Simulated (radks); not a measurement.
Values are calculated unless marked as measured or tabulated.
Ho26+, 41 electrons, occupied as [Kr] 4d5 (the NIST ground configuration). Level of theory: Dirac Kohn-Sham, exchange-only PBE, spin-unpolarised, spherical densities, finite nucleus; open shells fill j = l - 1/2 first; Fermi nuclear charge, rms radius 5.2022 fm (a radial shooting solver on a logarithmic mesh with Libxc functionals).

Normalised radial functions P(r) = r R(r) (large component), r in bohr:

```
   r/bohr * 3d5/2, o 4s1/2 (the largest magnitude, 2.25, reaches the edge; | marks zero, & curves that meet)
 0.001983                             *  o
 0.002541                             *  o
  0.00323                             *   o
  0.00414                             *   o
 0.005263                             *    o
 0.006744                             *    o
 0.008573                             *    o
  0.01099                             *    o
  0.01397                             *    o
   0.0179                             |* o
  0.02293                             |&
  0.02916                           o | *
  0.03736                        o    |   *
   0.0475                     o       |     *
  0.06086                     o       |         *
  0.07737                       o     |             *
  0.09915                             o                   *
    0.126                             |      o                *
   0.1615                             |           o              *
   0.2053                             |          o              *
   0.2631                             |o                   *
   0.3345                 o           |            *
   0.4286         o                   |      *
   0.5493          o                  | *
   0.6983                  o          |*
   0.8948                         o   *
    1.138                            o*
    1.458                             &
```

3d5/2: eigenvalue -2175.0 eV, 0 radial nodes, <r> = 0.208 bohr, 90 % of the charge inside 0.322 bohr. 4s1/2: eigenvalue -1178.9 eV, 3 radial nodes at r = 0.0251, 0.100, 0.268 bohr, <r> = 0.483 bohr, 90 % of the charge inside 0.686 bohr.
